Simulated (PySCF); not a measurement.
```xyz
5

Zn    -0.0430     0.0088     0.1029
S     -1.4361     1.4850    -0.6974
H     -2.3831     1.1796     0.2286
S      1.3532    -1.4746     0.8845
H      1.9277    -0.5761     1.7271
```

Charge 0, multiplicity 1.

Problem. Give the Mulliken and meta-Löwdin atomic charges from PBE-D3(BJ)/def2-TZVP // TPSS-D3(BJ)/def2-SVP in PySCF 2.14.0.

Solution. 
| atom | Mulliken (e) | meta-Löwdin (e) |
|---|---|---|
| Zn1 | 0.32 | 1.05 |
| S2 | -0.32 | -0.64 |
| H3 | 0.16 | 0.11 |
| S4 | -0.32 | -0.64 |
| H5 | 0.16 | 0.11 |
